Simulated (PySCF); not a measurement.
SiHCl, SMILES [SiH]Cl (connectivity only; charge and spin as stated), neutral, multiplicity 1.

Geometry: r2SCAN-D4/def2-TZVP. The isomer is the one that the SMILES or the coordinates give; other isomers of the formula were not compared.

Method: r2SCAN-D4/def2-TZVP run with PySCF.

Frequencies are harmonic and unscaled.

| mode | ν (cm⁻¹) | IR (km/mol) | moving atoms (share of kinetic energy) |
|---|---|---|---|
| 1 | 519 | 95.9 | Si 54 %, Cl 45 % |
| 2 | 816 | 46.3 | H 94 % |
| 3 | 2000 | 278.6 | H 96 % |
